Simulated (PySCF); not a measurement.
Si(Cl)2(vinyl)(OH) (C2H4Cl2OSi), SMILES C=C[Si](O)(Cl)Cl.

Coordinates come from a TPSSh-D3(BJ)/def2-SVP optimisation. One conformer was computed; it need not be the lowest.

Level of theory: PBE/def2-TZVP in PySCF.

```yaml
total_energy: -1363.27315 hartree
point_group: Cs
highest_occupied_level: -7.21 eV
lowest_empty_level: -2.01 eV
orbital_gap: 5.20 eV
dipole_moment: 0.275 e·Å
quadrupole, principal values (traceless, Buckingham form, about the centre of nuclear charge): -8.10, -2.01, 10.11 D·Å
mean_static_polarisability: 75.7 bohr³ (11.22 Å³)
polarisability_principal_values: 64.4, 70.6, 92.2 bohr³
```
